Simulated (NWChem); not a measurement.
Molecule: GeSiH₃F, singlet; SMILES [F][Ge][SiH3]

```xyz
6

Ge    -0.4282     0.6774     0.0000
F      1.2871     1.0963     0.0000
Si     0.0991    -1.7654     0.0000
H      0.9166    -2.0890     1.2148
H      0.9229    -2.0879    -1.2108
H     -1.1100    -2.6513    -0.0034
```
Atoms are numbered in this order, from 1.

Program: NWChem. Low-valent species are run as closed-shell singlets; no triplet was tried in these runs. All runs use the structure optimised with PBE0/def2-SVP. Total energies compare along this basis series because the functional is fixed.

```csv
level,basis functions,energy (Ha),highest occupied level (eV),orbital gap (eV),dipole (D)
PBE/pcseg-1,74,-2467.3290,-5.58,1.68,1.64
PBE/aug-pcseg-1,113,-2467.3381,-5.65,1.67,1.66
PBE/pcseg-2,149,-2467.6950,-5.61,1.67,1.71
PBE/STO-3G,35,-2438.6818,-0.33,0.05,0.62
PBE/def2-SVP,79,-2467.1473,-5.49,1.68,1.45
```
